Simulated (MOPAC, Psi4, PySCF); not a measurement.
Two rigid molecules brought together: H2 ··· CH3Cl (SMILES [H][H] and CCl). Monomers: optimised at B3LYP-D3(BJ) (def2-TZVP), held rigid. Orientation: a random orientation, not optimised. R is the distance of the centres of mass, along which the second monomer moves.

Geometry at R = 3.44 Å (first 2 atoms: monomer A):
```
7

H      0.3719     0.0000     0.0000
H     -0.3719     0.0000     0.0000
C     -3.4627     1.3373     1.4504
Cl    -2.3958     2.2639     0.3444
H     -4.1741     0.7781     0.8502
H     -2.8450     0.6634     2.0362
H     -3.9787     2.0408     2.0966
```

Levels: CCSD/aug-cc-pVDZ = DF-CCSD/aug-cc-pVDZ, frozen core, counterpoise-corrected in Psi4; RKS-LDA (SVWN5)/6-31G* = PySCF with restricted LDA (SVWN5)/6-31G*, spherical d, no counterpoise correction; AM1, restricted, heats of formation (MOPAC); RKS-B3LYP/6-31G* = restricted B3LYP/6-31G*, spherical d, no counterpoise correction (PySCF); MP2/aug-cc-pVDZ = Psi4 1.11 with DF-MP2/aug-cc-pVDZ, frozen core, counterpoise-corrected.

Interaction energies in kJ/mol (negative: bound); R is the distance of the centres of mass, d the H2···Cl4 distance.

```csv
R / Å,d / Å,CCSD/aug-cc-pVDZ,RKS-LDA (SVWN5)/6-31G*,AM1,RKS-B3LYP/6-31G*,MP2/aug-cc-pVDZ
2.83,2.47,12.75,0.35,3.62,12.41,11.84
3.00,2.63,6.56,-2.68,1.43,6.67,5.92
3.22,2.84,2.36,-3.82,0.34,2.85,1.95
3.44,3.06,0.48,-3.54,0.15,1.15,0.21
3.63,3.24,-0.22,-2.92,0.16,0.50,-0.40
3.87,3.48,-0.51,-2.09,0.15,0.17,-0.63
4.12,3.72,-0.53,-1.36,0.10,0.06,-0.61
4.48,4.08,-0.41,-0.65,0.04,0.04,-0.46
4.93,4.52,-0.25,-0.21,0.01,0.04,-0.28
5.64,5.22,-0.11,-0.02,0.00,0.02,-0.13
6.67,6.25,-0.04,0.00,0.00,0.00,-0.04
7.95,7.52,-0.01,0.00,0.00,0.00,-0.01
```

Lowest grid point: CCSD/aug-cc-pVDZ -0.53 kJ/mol at R = 4.12 Å; RKS-LDA (SVWN5)/6-31G* -3.82 kJ/mol at R = 3.22 Å; AM1 0.00 kJ/mol at R = 6.67 Å; RKS-B3LYP/6-31G* 0.00 kJ/mol at R = 7.95 Å; MP2/aug-cc-pVDZ -0.63 kJ/mol at R = 3.87 Å.
